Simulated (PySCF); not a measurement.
## Electronic structure of Cd (cadmium, neutral) at the PBE level

Configuration: [Kr] 4d9 5s2 5p1, one real determinant (an excited configuration). Calculation: PySCF 2.14, in x2c-QZVPPall; the spin-free X2C one-electron Hamiltonian (Gaussian nucleus).

```
Total energy                                                  : -5593.19 hartree
One-electron energy                                           : -7696.06 hartree
Hartree (Coulomb) energy                                      : 2258.14 hartree
Exchange-correlation energy                                   : -155.27 hartree
⟨S²⟩                                                          : 2.0025
⟨L²⟩                                                          : 8.011
Sum of ⟨r⟩                                                    : 34.84 bohr
Sum of ⟨r²⟩                                                   : 59.51 bohr²
Traceless quadrupole moment −½Σ⟨3z² − r²⟩ along its main axis : -6.04 e·bohr²
Langevin diamagnetic susceptibility                           : -47.1 ×10⁻⁶ cm³/mol
```

```csv
shell,electrons,mean orbital energy (eV),spread (eV),"rms radius, mean of both spins (bohr)"
1s α,1,-26485.5,0,0.0349
1s β,1,-26485.5,0,0.0349
2s α,1,-3939.0,0,0.143
2s β,1,-3938.8,0,0.143
2p α,3,-3537.0,0.387,0.127
2p β,3,-3536.8,0.208,0.127
3s α,1,-739.95,0,0.383
3s β,1,-739.83,0,0.383
3p α,3,-607.85,0.696,0.384
3p β,3,-607.72,0.537,0.384
3d α,5,-400.36,0.846,0.365
3d β,5,-400.16,0.441,0.365
4s α,1,-112.62,0,0.933
4s β,1,-111.73,0,0.933
4p α,3,-73.587,1.368,1.02
4p β,3,-72.674,0.290,1.02
4d α,5,-17.531,1.536,1.36
4d β,4,-16.728,0.379,1.36
5s α,1,-8.175,0,2.87
5s β,1,-7.455,0,2.87
5p α,1,-2.960,0,3.99
```

⟨L²⟩ = 8.01 against 12 for a pure F term, so this real determinant mixes terms.

Densities and radii are taken from the X2C orbitals without a picture-change correction, which distorts them close to the nucleus.
